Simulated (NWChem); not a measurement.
## Correlation energy of CF (+1)

```
C
F 1 1.1535
```
Charge +1, spin multiplicity 1.

Everything below was run with NWChem. Structure: optimised with PBE0/def2-SVP, a minimum by its harmonic frequencies.

Basis set: def2-SVP. Each correlation energy counts from its own Hartree-Fock reference.

The correlated methods keep 2 core orbitals frozen. The structure started from a generated list of species. Coupled-cluster values serve here as a point of comparison, not as the truth.

Question: One of these methods gave a correlation energy of -288.9 mHa. Which?
A) SCS-MP2
B) CR-CCSD(T)
C) CR-CCSD[T]
D) CCSD

Answer: D, CCSD. The others give -266.6 (SCS-MP2), -298.2 (CR-CCSD[T]), -296.5 (CR-CCSD(T)).
